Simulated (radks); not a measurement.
Results of a calculation; reference values are marked as such.
Q: The table gives one normalised radial function P(r) = r R(r) of Zn23+ in [He] 2s2 2p3 (r in bohr). Level of theory: non-relativistic Kohn-Sham, TPSS, spin-polarised, spherical densities, point nucleus; open shells are filled with parallel spins first; meta-GGA in the generalised Kohn-Sham scheme (a radial shooting solver on a logarithmic mesh with Libxc functionals).

r          P
0.002031  0.6189
0.002461  0.7404
0.002982  0.8832
0.003642  1.0575
0.004413  1.2521
0.005348  1.4752
0.006479  1.7279
0.007851  2.0094
0.009513  2.3165
0.01162   2.6566
0.01408   2.9907
0.01706   3.3151
0.02067   3.6065
0.02504   3.8358
0.03035   3.9698
0.03706   3.9720
0.04491   3.8148
0.05441   3.4903
0.06593   3.0119
0.07989   2.4220
0.0968    1.7889
0.1173    1.1926
0.1433    0.6852
0.1736    0.3456
0.2103    0.1454
0.2548    0.0491
0.3088    0.0127
0.3741    0.0024
0.457     0.0003
0.5537    0.0000
0.6709    0.0000

Which n and l does it have? It may be an empty orbital.

A: n = 1, l = 0: the number of nodes gives n - l - 1 = 0, the rise at small r (about r^(l+1)) gives l, and the extent must fit the shell. The curve is that of 1s up; the table hardly tells the two spins apart. 1s up: eigenvalue -10739.7 eV, 0 radial nodes, <r> = 0.0510 bohr, 90 % of the charge inside 0.0907 bohr.
